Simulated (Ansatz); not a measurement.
Gas-phase electronic energies from Ansatz, PBE0-D4/def2-TZVP geometries. CCSD(T)/CBS is the MP2 limit (def2-TZVPP, def2-QZVPP) plus CCSD(T) − MP2 in def2-TZVPP, frozen cores. Functionals use def2-TZVPP. Each species was taken in one conformer, which may not be the lowest.

`NC(N)=C[SiH3]` → `NC/N=C/[SiH3]`  (isomerisation)

```json
{"level": "PBE-D4", "ΔE (kJ/mol)": "102.8"}
{"level": "SCS-MP2/def2-TZVPP", "ΔE (kJ/mol)": "84.0"}
```

Task: What does CCSD(T)/CBS give? (Estimate.)

Result: Computed: +89.6 kJ/mol. The listed levels differ from it by 13.2, -5.6 kJ/mol.

Largest T1 diagnostic among the species: 0.012.

The D4 term adds +4.6 kJ/mol with B3LYP and +2.4 kJ/mol with PBE0; it sums over pairs of atoms, weighted by their polarisabilities, and B3LYP, whose exchange is more repulsive, gets the larger term. From PBE to PBE0 (25 % exact exchange), in def2-TZVPP and without D4, ΔE moves by +4.5 kJ/mol.

B3LYP here is the variant with VWN-RPA as its local correlation; programs differ in this.
